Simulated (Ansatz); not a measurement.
Geometry optimisation, RKS PBE/def2-SVP in Ansatz.

Input file:

```yaml
crystal:
  periodic: [false, false, false]
  atoms:
    - { symbol: Ge, position_ang: [0.0, 0.0, 0.0] }
    - { symbol: Cl, position_ang: [0.0, 0.0, 2.57] }
    - { symbol: H, position_ang: [1.4616, 0.0, -0.5162] }
    - { symbol: Cl, position_ang: [-1.0456, 1.8115, -0.7393] }
    - { symbol: H, position_ang: [-0.73, -1.2648, -0.5162] }
    - { symbol: S, position_ang: [0.9559, 2.2231, 0.8041] }
    - { symbol: H, position_ang: [2.0524, 1.9848, 1.6413] }
    - { symbol: H, position_ang: [0.5753, 1.3378, 2.0643] }
basis:
  gaussian: { orbitals: def2-SVP }
hamiltonian:
  xc: pbe
relax:
  f_tol: 0.15
  max_steps: 25
  restrain:
    - { distance: [0, 5], at: 3.45, k: 30.0 }
    - { distance: [7, 1], at: 2.57, k: 30.0 }
    - { distance: [0, 1], at: 2.22, k: 30.0 }
    - { distance: [7, 5], at: 1.4, k: 30.0 }
```

Launched with:

```bash
$ ansatz run input.yaml --threads 2 --pin off --max-ram 3072MiB --backend cpu --events-out ev --progress --plain --runs-dir out
```

Q: Where does it end, and by what steps?

A: The run converged. The restraints hold the end off the free minimum; the threshold counts their pulls, which the force column leaves out. Restrained pairs: Ge1–S6 (2.55 → 3.46 Å), Cl2–H8 (1.54 → 2.57 Å), Ge1–Cl2 (2.57 → 2.21 Å), S6–H8 (1.59 → 1.38 Å). After 7 steps the energy has fallen by 2.656 eV (the restraints' own energy left out); S6 moved furthest, 0.69 Å.

```tsv
step	energy less start (eV)	largest force component (eV/Å)	accepted
0	0.0000	2.435	yes
1	-0.6655	2.962	yes
2	-1.0492	3.874	yes
3	-1.7725	2.904	yes
4	-2.5292	0.823	yes
5	-2.6321	0.681	yes
6	-2.6506	0.573	yes
7	-2.6562	0.373	yes
```

```xyz
8
Properties=species:S:1:pos:R:3
Ge -0.143 -0.230 -0.043
Cl -0.331 -0.411 2.152
H 1.336 -0.033 -0.416
Cl -1.352 1.444 -0.704
H -0.814 -1.506 -0.605
S 1.417 2.629 1.118
H 2.542 2.223 1.769
H 0.615 1.977 2.037
```

The run took 13 s on 2 threads of Intel(R) Xeon(R) 6975P-C (Granite Rapids) (shared host), peak memory 0.17 GiB.
